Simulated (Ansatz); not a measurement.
A run for Ansatz (a first-principles code): R-wB97X-V/def2-TZVPP on FGeH3O (SMILES [OH][GeH2][F]), a point of a torsion scan.

Ansatz 0.2 input:
```yaml
crystal:
  periodic: [false, false, false]
  atoms:
    - {symbol: O, position_ang: [1.22250931, -0.06398187, -0.47073905]}
    - {symbol: Ge, position_ang: [-0.39248461, -0.11182862, 0.11598807]}
    - {symbol: F, position_ang: [-1.28028146, 0.29961421, -1.30059538]}
    - {symbol: H, position_ang: [1.94935580, 0.16811325, 0.10084384]}
    - {symbol: H, position_ang: [-0.69590834, 0.97823961, 1.09953151]}
    - {symbol: H, position_ang: [-0.81738089, -1.51026329, 0.42759294]}
basis:
  gaussian:
    orbitals: def2-TZVPP
hamiltonian:
  xc: {name: wB97X-V}
scf: {lower_state_search: off}
```

Question: Give the final energy of this run.

Answer: -2253.7581 hartree.
